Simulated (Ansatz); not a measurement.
Calculated with Ansatz (gas phase, PBE0-D4/def2-TZVP geometries, no zero-point term in ΔE). CCSD(T)/CBS adds triple-zeta CCSD(T) − MP2 to the extrapolated MP2 energy (def2 sets, frozen cores). This one scheme is used for every species. DFT in def2-TZVPP. B3LYP here is the variant with VWN-RPA as its local correlation; programs differ in this. Each species was taken in one conformer, which may not be the lowest.

Consider the hydrogenolysis of a C–Al bond: `N[SiH2]N[CH2][AlH2]` + H₂ → `CN[SiH2]N` + `[AlH3]`.

`N[SiH2]N[CH2][AlH2]`:

```xyz
14

N    -0.001   -0.281    2.752
Si   -0.923   -0.322    1.311
N     0.155   -0.219   -0.016
C    -0.230    0.200   -1.355
Al    1.277    0.523   -2.568
H    -0.292   -0.811    3.557
H     0.557    0.516    3.007
H    -1.882    0.800    1.083
H    -1.727   -1.577    1.434
H     1.018   -0.737    0.043
H    -0.928   -0.502   -1.846
H    -0.798    1.141   -1.297
H     2.740    0.102   -2.103
H     1.034    1.166   -4.001
```

H₂:

Cartesian coordinates in Å:
```
H 0.022 0.313 -0.202
H -0.022 -0.313 0.202
```

`CN[SiH2]N`:

```xyz
12

C     0.589   -1.701    0.704
N     0.046   -0.740   -0.227
Si    0.144    0.960   -0.068
N    -1.173    1.653   -0.912
H    -0.068   -2.571    0.805
H     0.671   -1.241    1.692
H     1.587   -2.063    0.428
H    -0.130   -1.113   -1.147
H     1.333    1.640   -0.666
H     0.204    1.171    1.410
H    -1.076    2.550   -1.358
H    -2.127    1.455   -0.662
```

`[AlH3]`:

```xyz
4

Al    0.000    0.000    0.000
H    -0.163   -0.565   -1.473
H    -1.282    0.411    0.838
H     1.445    0.155    0.634
```

CCSD(T)/CBS gives -8.4 kcal/mol.

Question: Another level gave -8.4 kcal/mol. Which?
A. ωB97M-V/def2-TZVPP
B. B3LYP/def2-TZVPP
C. HF/def2-TZVPP
D. ωB97X-V/def2-TZVPP

Answer: A. ωB97M-V -8.4, B3LYP -10.7, ωB97X-V -9.4, HF/def2-TZVPP -15.8 kcal/mol.

Largest T1 diagnostic among the species: 0.010.

From PBE to PBE0 (25 % exact exchange), in def2-TZVPP and without D4, ΔE moves by −1.3 kcal/mol. The D4 term adds +2.0 kcal/mol with B3LYP and +1.1 kcal/mol with PBE0; it sums over pairs of atoms, weighted by their polarisabilities, and B3LYP, whose exchange is more repulsive, gets the larger term. In def2-TZVPP, CCSD(T) changes the Hartree–Fock value by +6.6 kcal/mol (the triples alone add +1.2 kcal/mol) and MP2 by +7.9 kcal/mol.
